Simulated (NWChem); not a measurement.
System: C₄H₃Br; SMILES C#CC(=C)Br

Parts of the log:

```
             Northwest Computational Chemistry Package (NWChem) 7.3.0
             --------------------------------------------------------

                             Geometry "geometry" -> ""
                             -------------------------

 Output coordinates in angstroms (scale by  1.889725989 to convert to a.u.)

  No.       Tag          Charge          X              Y              Z
 ---- ---------------- ---------- -------------- -------------- --------------
    1 C                    6.0000     1.12637800     2.60500700    -0.00096700
    2 C                    6.0000     0.33513500     1.68534100    -0.00039200
    3 C                    6.0000    -0.57780400     0.59743000     0.00003200
    4 C                    6.0000    -1.91167500     0.71243300     0.00005400
    5 Br                  35.0000     0.23793000    -1.12017500     0.00025300
    6 H                    1.0000     1.82482300     3.42174500    -0.00159800
    7 H                    1.0000    -2.36649000     1.70570200     0.00009600
    8 H                    1.0000    -2.55942000    -0.16555900     0.00003200

 Effective nuclear repulsion energy (a.u.)     263.8722249051

                                 NWChem DFT Module
                                 -----------------

 Summary of "ao basis" -> "ao basis" (spherical)
 ------------------------------------------------------------------------------
       Tag                 Description            Shells   Functions and Types
 ---------------- ------------------------------  ------  ---------------------
 C                          def2-svp                 6       14   3s2p1d
 Br                         def2-svp                12       32   5s4p3d
 H                          def2-svp                 3        5   2s1p

 in cosmo_initialize ...

 solvent parameters
 solvname_short: unkn
 solvname_long:  unknown
 dielec:        7.6000

          ---------------
          -cosmo- solvent
          ---------------
 Cosmo: York-Karplus, doi: 10.1021/jp992097l
 dielectric constant -eps-     =   7.60
 screen = (eps-1)/(eps    )    =   0.86842
 surface charge correction     = lagrangian

   van der Waals surface
 --------------------------

 ---------- ATOMIC COORDINATES (A.U.) ------------ VDWR(ANG.) --
     1    2.12854578    4.92274943   -0.00182737     2.000
     2    0.63331332    3.18483269   -0.00074077     2.000
     3   -1.09189124    1.12897900    0.00006047     2.000
     4   -3.61254193    1.34630316    0.00010205     2.000
     5    0.44962250   -2.11682381    0.00047810     2.160
     6    3.44841545    6.46616045   -0.00301978     1.300
     7   -4.47201765    3.22330940    0.00018141     1.300
     8   -4.83660249   -0.31286114    0.00006047     1.300
 number of segments per atom =         32
 number of   points per atom =         32
 atom (   nspa,  nppa )
 ----------------------
    1 (     24,     0 )       0
    2 (     14,     0 )       0
    3 (      8,     0 )       0
    4 (     18,     0 )       0
    5 (     24,     0 )       0
    6 (     12,     0 )       0
    7 (     16,     0 )       0
    8 (     14,     0 )       0
 number of -cosmo- surface points =      130
 molecular surface =    133.388 angstrom**2
 molecular volume  =    111.826 angstrom**3
 G(cav/disp)       =      1.527 kcal/mol
 -lineq- algorithm             =   0
 -bem- low  level              =   2
 -bem- from -octahedral-
 gaussian surface charge width =   4.50000
 degree of switching           =   1.00000
 switching function tolerance  =   0.00010
 atomic radii =
 --------------
    1  6.000  2.000
    2  6.000  2.000
    3  6.000  2.000
    4  6.000  2.000
    5 35.000  2.160
    6  1.000  1.300
    7  1.000  1.300
    8  1.000  1.300
 ...... end of -cosmo- initialization ......

            General Information
            -------------------
          SCF calculation type: DFT
          Wavefunction type:  closed shell.
          No. of atoms     :     8
          No. of electrons :    62
           Alpha electrons :    31
            Beta electrons :    31
          Charge           :     0
          Spin multiplicity:     1
          Use of symmetry is: off; symmetry adaption is: off
          Maximum number of iterations: 150
          AO basis - number of functions:   103
                     number of shells:    45
          Convergence on energy requested:  1.00D-06
          Convergence on density requested:  1.00D-05
          Convergence on gradient requested:  5.00D-04

              XC Information
              --------------
                       M05-2X Method XC Functional
                     Hartree-Fock (Exact) Exchange  0.560
                M05-2X metaGGA Exchange Functional  0.440
                      M05-2X Correlation Potential  1.000

             Grid Information
             ----------------
          Grid used for XC integration:  medium
          Radial quadrature: Mura-Knowles
          Angular quadrature: Lebedev.
          Tag              B.-S. Rad. Rad. Pts. Rad. Cut. Ang. Pts.
          ---              ---------- --------- --------- ---------
          C                   0.70       49          12.0       434
          Br                  1.15      112          12.0       590
          H                   0.35       45          13.0       434
          Grid pruning is: on
          Number of quadrature shells:   443
          Spatial weights used:  Erf1

      Superposition of Atomic Density Guess
      -------------------------------------

 Sum of atomic energies:       -2724.08288767

      Non-variational initial energy
      ------------------------------

 Total energy =   -2726.526640
 1-e energy   =   -4309.787917
 2-e energy   =    1319.389052
 HOMO         =      -0.277142
 LUMO         =      -0.032188

   convergence    iter        energy       DeltaE   RMS-Dens  Diis-err
 ---------------- ----- ----------------- --------- --------- ---------
     COSMO gas phase
 d= 0,ls=0.0,diis     1  -2727.7247758716 -2.99D+03  9.18D-03  4.90D-01
 d= 0,ls=0.0,diis     2  -2727.7403364728 -1.56D-02  4.95D-03  3.80D-01
 d= 0,ls=0.0,diis     3  -2727.7794530096 -3.91D-02  1.74D-03  4.98D-02
 d= 0,ls=0.0,diis     4  -2727.7847715827 -5.32D-03  5.79D-04  9.58D-03
 d= 0,ls=0.0,diis     5  -2727.7859239104 -1.15D-03  1.24D-04  1.83D-04
  Resetting Diis
 d= 0,ls=0.0,diis     6  -2727.7859419950 -1.81D-05  5.38D-05  3.64D-05
 d= 0,ls=0.0,diis     7  -2727.7859475130 -5.52D-06  2.28D-05  1.99D-06
 d= 0,ls=0.0,diis     8  -2727.7859474984  1.46D-08  1.11D-05  2.15D-06
 d= 0,ls=0.0,diis     9  -2727.7859477947 -2.96D-07  2.42D-06  5.58D-08

   convergence    iter        energy       DeltaE   RMS-Dens  Diis-err
 ---------------- ----- ----------------- --------- --------- ---------
     COSMO solvation phase
 d= 0,ls=0.0,diis     1  -2727.7908292303 -4.88D-03  1.55D-03  1.77D-03
 d= 0,ls=0.0,diis     2  -2727.7913205613 -4.91D-04  3.17D-04  9.03D-04
 d= 0,ls=0.0,diis     3  -2727.7914095786 -8.90D-05  1.64D-04  2.75D-04
 d= 0,ls=0.0,diis     4  -2727.7914471316 -3.76D-05  5.08D-05  1.83D-05
 d= 0,ls=0.0,diis     5  -2727.7914496363 -2.50D-06  1.48D-05  3.06D-06
 d= 0,ls=0.0,diis     6  -2727.7914500341 -3.98D-07  5.25D-06  1.78D-07

         Total DFT energy =    -2727.791450034144
      One electron energy =    -4314.038242688369
           Coulomb energy =     1435.751561418034
    Exchange-Corr. energy =     -113.962261890042
 Nuclear repulsion energy =      263.872224905110

             COSMO energy =        0.585268221125

 Numeric. integr. density =       62.000003847836

                                   COSMO solvation results
                                   -----------------------

                 gas phase energy =     -2727.785947794681
                 sol phase energy =     -2727.791450034144
 (electrostatic) solvation energy =         0.005502239462 (    3.45 kcal/mol)

                       DFT Final Molecular Orbital Analysis
                       ------------------------------------

 Vector   29  Occ=2.000000D+00  E=-3.670733D-01
              MO Center=  4.5D-01,  3.7D-01, -1.5D-04, r^2= 4.1D+00
   Bfn.  Coefficient  Atom+Function         Bfn.  Coefficient  Atom+Function
  ----- ------------  ---------------      ----- ------------  ---------------
    73      0.457421  5 Br pz                70      0.400509  5 Br pz
    20     -0.292573  2 C  pz                 6     -0.288466  1 C  pz
    67     -0.265839  5 Br pz                23     -0.183368  2 C  pz
     9     -0.166883  1 C  pz                64      0.086313  5 Br pz
    37      0.027216  3 C  pz

 Vector   30  Occ=2.000000D+00  E=-3.509776D-01
              MO Center=  4.5D-01,  4.5D-01, -2.0D-04, r^2= 4.3D+00
   Bfn.  Coefficient  Atom+Function         Bfn.  Coefficient  Atom+Function
  ----- ------------  ---------------      ----- ------------  ---------------
    71      0.367293  5 Br px                68      0.314867  5 Br px
    72      0.272197  5 Br py                69      0.250317  5 Br py
     4     -0.243074  1 C  px                19      0.224838  2 C  py
    65     -0.208623  5 Br px                 5      0.195371  1 C  py
    18     -0.192626  2 C  px                66     -0.163983  5 Br py

 Vector   31  Occ=2.000000D+00  E=-3.129549D-01
              MO Center= -4.4D-01,  6.9D-01, -1.2D-04, r^2= 4.1D+00
   Bfn.  Coefficient  Atom+Function         Bfn.  Coefficient  Atom+Function
  ----- ------------  ---------------      ----- ------------  ---------------
    48      0.345272  4 C  pz                73     -0.342628  5 Br pz
    70     -0.270429  5 Br pz                34      0.266663  3 C  pz
     6     -0.262406  1 C  pz                51      0.255173  4 C  pz
    37      0.193333  3 C  pz                67      0.179208  5 Br pz
     9     -0.177195  1 C  pz                20     -0.175284  2 C  pz

 Vector   32  Occ=0.000000D+00  E=-1.297149D-02
              MO Center= -6.9D-01,  1.1D+00, -1.9D-04, r^2= 3.9D+00
   Bfn.  Coefficient  Atom+Function         Bfn.  Coefficient  Atom+Function
  ----- ------------  ---------------      ----- ------------  ---------------
    51      0.550607  4 C  pz                37     -0.420504  3 C  pz
    48      0.384765  4 C  pz                 9      0.377010  1 C  pz
    34     -0.319977  3 C  pz                 6      0.281674  1 C  pz
    23     -0.218029  2 C  pz                20     -0.169578  2 C  pz
    73      0.159784  5 Br pz                70      0.078665  5 Br pz

 Vector   33  Occ=0.000000D+00  E= 1.847778D-02
              MO Center=  1.3D-01,  4.1D-01, -1.2D-04, r^2= 4.6D+00
   Bfn.  Coefficient  Atom+Function         Bfn.  Coefficient  Atom+Function
  ----- ------------  ---------------      ----- ------------  ---------------
    72      0.747220  5 Br py                31     -0.634408  3 C  s
    61      0.487719  5 Br s                 36      0.475074  3 C  py
     7      0.337660  1 C  px                33      0.300914  3 C  py
    71     -0.294678  5 Br px                35     -0.287409  3 C  px
   100      0.280071  8 H  s                 69      0.268717  5 Br py

 Vector   34  Occ=0.000000D+00  E= 1.076656D-01
              MO Center=  2.3D-01,  1.2D+00, -3.2D-04, r^2= 4.7D+00
   Bfn.  Coefficient  Atom+Function         Bfn.  Coefficient  Atom+Function
  ----- ------------  ---------------      ----- ------------  ---------------
    31      0.891011  3 C  s                 45     -0.609174  4 C  s
    21     -0.600369  2 C  px                61     -0.556244  5 Br s
    36     -0.546491  3 C  py                72     -0.527101  5 Br py
    95      0.515895  7 H  s                  8     -0.468814  1 C  py
     7      0.411390  1 C  px                22      0.401792  2 C  py

     Multipole analysis of the density
     ---------------------------------

     L   x y z        total         alpha         beta         nuclear
     -   - - -        -----         -----         ----         -------
     0   0 0 0     -0.000000    -31.000000    -31.000000     62.000000

     1   1 0 0     -0.434459      0.672201      0.672201     -1.778861
     1   0 1 0      0.629383      0.922211      0.922211     -1.215039
     1   0 0 1     -0.000307      0.000085      0.000085     -0.000478

     2   2 0 0    -25.852224   -101.628972   -101.628972    177.405720
     2   1 1 0      1.866126     -6.306168     -6.306168     14.478463
     2   1 0 1     -0.001918      0.015418      0.015418     -0.032754
     2   0 2 0    -25.924304   -229.919314   -229.919314    433.914325
     2   0 1 1     -0.002837      0.059221      0.059221     -0.121278
     2   0 0 2    -32.835123    -16.417582    -16.417582      0.000041
```

Level: M05-2X/def2-SVP, COSMO on the gas-phase geometry. Geometry: optimised at PBE0/def2-SVP. COSMO prints the solvation energy as gas minus solution, so a positive value is a stabilisation.

Task: Write an input that gives this output.

Result: Several could match; the one computed here: the input that was run:
```
start job
memory heap 200 mb stack 900 mb global 1100 mb
geometry units angstroms noautosym nocenter noautoz
  C      1.126378     2.605007    -0.000967
  C      0.335135     1.685341    -0.000392
  C     -0.577804     0.597430     0.000032
  C     -1.911675     0.712433     0.000054
  Br     0.237930    -1.120175     0.000253
  H      1.824823     3.421745    -0.001598
  H     -2.366490     1.705702     0.000096
  H     -2.559420    -0.165559     0.000032
end
basis spherical
  * library def2-svp
end
dft
  xc m05-2x
  iterations 150
end
cosmo
  dielec 7.6
end
task dft energy
```
